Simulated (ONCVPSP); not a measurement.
Cutoff test, manganese (Mn), ONCV

Mn (Z = 25), optimised norm-conserving Vanderbilt (ONCV), made with ONCVPSP 4.0.1 (PBEsol, scalar-relativistic). Core [Ar], reference 3d5 4s0.5 (charge +1.5). Waves: 4s: rc 2.55 bohr, ncon 3, nbas 6, qcut 3 1/bohr, 1 projector; p scattering state at 0.45 Ha: rc 2.00 bohr, ncon 3, nbas 6, qcut 5 1/bohr, 1 projector; 3d: rc 1.60 bohr, ncon 3, nbas 7, qcut 8.4 1/bohr, 2 projectors, debl 2.6 Ha. Local part: polynomial inside 1.40 bohr (lpopt 3, dvloc0 3 Ha). Core correction: Teter function, fcfact 4, rcfact 1.4.

In the p channel the program set the typed energies aside and used 0.050 Ha.

Q: For each optimised wave give the share of its norm inside rc, the residual kinetic energy above qcut (Ha) and the cutoffs (Ha) for errors of 10, 1, 0.1 and 0.01 mHa per electron.

A:

```csv
wave,norm inside rc,residual KE,10 mHa,1 mHa,0.1 mHa,0.01 mHa
4s,0.492,2.2e-04,2.4,3.8,7.0,17.4
p projector 1,0.091,3.4e-05,1.5,4.2,10.3,29.1
3d,0.798,6.6e-05,25.9,30.4,34.8,92.9
d projector 2,0.111,4.1e-04,27.7,33.2,64.2,124.2
```

The occupied waves need 30 Ha and 35 Ha for 1 and 0.1 mHa.
